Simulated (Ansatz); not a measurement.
Calculated with Ansatz (gas phase, PBE0-D4/def2-TZVP geometries, no zero-point term in ΔE). CBS: MP2 limit from def2 TZ/QZ plus the TZ coupled-cluster correction, frozen cores. This one scheme is used for every species. DFT in def2-TZVPP. B3LYP here is the variant with VWN-RPA as its local correlation; programs differ in this. HSE06 is defined as in plane-wave codes. Elements past krypton have def2 core potentials. For Sn outer-core shells are correlated without core-valence functions, which leaves a few kJ/mol of doubt a bond. One conformer a species, not always the lowest.

Reaction (ligand exchange at the Sn–O bond): `C[N](C)[Sn][OH]` + `CNC` → `C[N](C)[Sn][N](C)C` + H₂O

`C[N](C)[Sn][OH]`:

Cartesian coordinates in Å:
```
C -0.706 -0.225 -0.809
N 0.129 0.120 0.306
C -0.461 1.136 1.140
Sn 1.961 -0.627 0.794
O 2.223 -1.848 -0.748
H -1.701 -0.558 -0.478
H -0.861 0.628 -1.487
H -0.274 -1.039 -1.395
H -0.637 2.070 0.587
H 0.193 1.373 1.986
H -1.430 0.815 1.550
H 1.564 -1.844 -1.447
```

`CNC`:

```xyz
10

C     1.114   -0.440   -0.163
N    -0.040   -0.215    0.676
C    -1.034    0.623    0.046
H     1.807   -1.123    0.332
H     1.639    0.506   -0.323
H     0.871   -0.853   -1.158
H    -0.453   -1.100    0.937
H    -0.624    1.627   -0.102
H    -1.908    0.717    0.694
H    -1.371    0.257   -0.939
```

`C[N](C)[Sn][N](C)C`:

Cartesian coordinates in Å:
```
C -1.907 -0.012 0.038
N -1.056 -0.346 1.147
C -1.757 -1.047 2.190
Sn 0.891 0.185 1.456
N 1.458 0.430 -0.490
C 2.622 1.226 -0.778
C 0.912 -0.193 -1.664
H -2.247 -0.901 -0.518
H -1.396 0.648 -0.663
H -2.812 0.509 0.386
H -2.640 -0.488 2.536
H -2.112 -2.036 1.859
H -1.107 -1.212 3.056
H 3.396 0.643 -1.301
H 3.066 1.617 0.143
H 2.385 2.091 -1.417
H 1.693 -0.742 -2.212
H 0.132 -0.909 -1.400
H 0.481 0.535 -2.369
```

H₂O:

Cartesian coordinates in Å:
```
O 0.124 0.342 -0.137
H 0.363 -0.075 0.693
H -0.487 -0.267 -0.556
```

```
             level  ΔE (kJ/mol)  difference from CCSD(T)/CBS
         revPBE-D4         33.1                         -0.1
         r2SCAN-D4         41.3                          8.1
            B97M-V         46.8                         13.6
        r2SCANh-D4         41.0                          7.8
          HSE06-D4         37.5                          4.3
          BHLYP-D4         41.6                          8.4
            B2PLYP         46.9                         13.7
          PBE-QIDH         38.4                          5.2
            revPBE         54.4                         21.2
              BLYP         59.2                         26.0
             B3LYP         56.5                         23.3
RPA@PBE/def2-TZVPP         33.3                          0.1
     CCSD/def2-SVP         38.2                          5.0
    MP2/def2-QZVPP         28.4                         -4.8
SCS-MP2/def2-QZVPP         36.7                          3.5
    CCSD/CBS(def2)         38.2                          5.0
       CCSD(T)/CBS         33.2                            0
```

Largest T1 diagnostic among the species: 0.017.

The D4 term adds −16.8 kJ/mol with B3LYP and −9.7 kJ/mol with PBE0; it sums over pairs of atoms, weighted by their polarisabilities, and B3LYP, whose exchange is more repulsive, gets the larger term. Leaving LDA and LC-ωPBE aside and taking each functional with its dispersion term where it has one, the values spread over 13.8 kJ/mol, from revPBE-D4 to B2PLYP. LDA lies −15.7 kJ/mol from PBE without D4.
